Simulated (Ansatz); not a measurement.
`C[SiH](S)[SiH2]Cl` → `S[SiH2]Cl` + `C[SiH]`  (silylene formation by 1,1-elimination)

Computed with Ansatz on PBE0-D4/def2-TZVP structures; ΔE is electronic, products minus reactants. CBS: MP2 limit from def2 TZ/QZ plus the TZ coupled-cluster correction, frozen cores. This one scheme is used for every species. Functionals use def2-TZVPP. B3LYP here is the variant with VWN-RPA as its local correlation; programs differ in this. One conformer a species, not always the lowest.

`C[SiH](S)[SiH2]Cl`:

Cartesian coordinates in Å:
```
C -0.657 -1.501 0.735
Si 0.568 -0.096 0.607
S 0.116 1.536 1.921
Si 0.601 0.781 -1.561
Cl -1.272 1.624 -1.850
H -0.719 -1.858 1.766
H -1.651 -1.171 0.425
H -0.355 -2.334 0.094
H 1.930 -0.534 1.017
H -0.954 1.935 1.210
H 0.785 -0.238 -2.629
H 1.609 1.856 -1.735
```

`S[SiH2]Cl`:

```xyz
6

S    -0.019   -1.082   -1.317
Si   -0.186    0.451    0.138
Cl    1.634    1.064    0.866
H     0.366   -2.019   -0.434
H    -0.974   -0.003    1.304
H    -0.821    1.589   -0.557
```

`C[SiH]`:

```xyz
6

C    -0.327   -0.233   -0.345
Si    1.230    0.794   -0.026
H    -0.253   -1.191    0.186
H    -0.518   -0.426   -1.401
H    -1.197    0.276    0.089
H     1.064    0.780    1.496
```

```json
{"level": "PBE-D4", "ΔE (kJ/mol)": "248.9", "difference from CCSD(T)/CBS": "11.3"}
{"level": "r2SCAN-D4", "ΔE (kJ/mol)": "257.1", "difference from CCSD(T)/CBS": "19.5"}
{"level": "PBE0-D4", "ΔE (kJ/mol)": "256.2", "difference from CCSD(T)/CBS": "18.6"}
{"level": "B3LYP-D4", "ΔE (kJ/mol)": "235.3", "difference from CCSD(T)/CBS": "-2.3"}
{"level": "ωB97X-V", "ΔE (kJ/mol)": "247.8", "difference from CCSD(T)/CBS": "10.2"}
{"level": "ωB97M-V", "ΔE (kJ/mol)": "228.9", "difference from CCSD(T)/CBS": "-8.7"}
{"level": "B2PLYP", "ΔE (kJ/mol)": "226.1", "difference from CCSD(T)/CBS": "-11.5"}
{"level": "PBE", "ΔE (kJ/mol)": "235.3", "difference from CCSD(T)/CBS": "-2.3"}
{"level": "r2SCAN", "ΔE (kJ/mol)": "253.1", "difference from CCSD(T)/CBS": "15.5"}
{"level": "PBE0", "ΔE (kJ/mol)": "243.8", "difference from CCSD(T)/CBS": "6.2"}
{"level": "B3LYP", "ΔE (kJ/mol)": "213.7", "difference from CCSD(T)/CBS": "-23.9"}
{"level": "HF/def2-TZVPP", "ΔE (kJ/mol)": "208.0", "difference from CCSD(T)/CBS": "-29.6"}
{"level": "MP2/def2-TZVPP", "ΔE (kJ/mol)": "245.8", "difference from CCSD(T)/CBS": "8.2"}
{"level": "SCS-MP2/def2-TZVPP", "ΔE (kJ/mol)": "232.2", "difference from CCSD(T)/CBS": "-5.4"}
{"level": "CCSD/def2-TZVPP", "ΔE (kJ/mol)": "224.8", "difference from CCSD(T)/CBS": "-12.8"}
{"level": "CCSD(T)/def2-TZVPP", "ΔE (kJ/mol)": "230.2", "difference from CCSD(T)/CBS": "-7.4"}
{"level": "HF/def2-QZVPP", "ΔE (kJ/mol)": "207.4", "difference from CCSD(T)/CBS": "-30.2"}
{"level": "MP2/def2-QZVPP", "ΔE (kJ/mol)": "249.8", "difference from CCSD(T)/CBS": "12.2"}
{"level": "SCS-MP2/def2-QZVPP", "ΔE (kJ/mol)": "236.4", "difference from CCSD(T)/CBS": "-1.2"}
{"level": "HF/CBS(def2)", "ΔE (kJ/mol)": "207.3", "difference from CCSD(T)/CBS": "-30.3"}
{"level": "MP2/CBS(def2)", "ΔE (kJ/mol)": "253.1", "difference from CCSD(T)/CBS": "15.5"}
{"level": "CCSD/CBS(def2)", "ΔE (kJ/mol)": "232.1", "difference from CCSD(T)/CBS": "-5.5"}
{"level": "CCSD(T)/CBS", "ΔE (kJ/mol)": "237.6", "difference from CCSD(T)/CBS": "0"}
```

Largest T1 diagnostic among the species: 0.012.

The D4 term adds +21.6 kJ/mol with B3LYP and +12.4 kJ/mol with PBE0; it sums over pairs of atoms, weighted by their polarisabilities, and B3LYP, whose exchange is more repulsive, gets the larger term. From PBE to PBE0 (25 % exact exchange), in def2-TZVPP and without D4, ΔE moves by +8.5 kJ/mol. In def2-TZVPP, CCSD(T) changes the Hartree–Fock value by +22.2 kJ/mol (the triples alone add +5.4 kJ/mol) and MP2 by +37.8 kJ/mol.
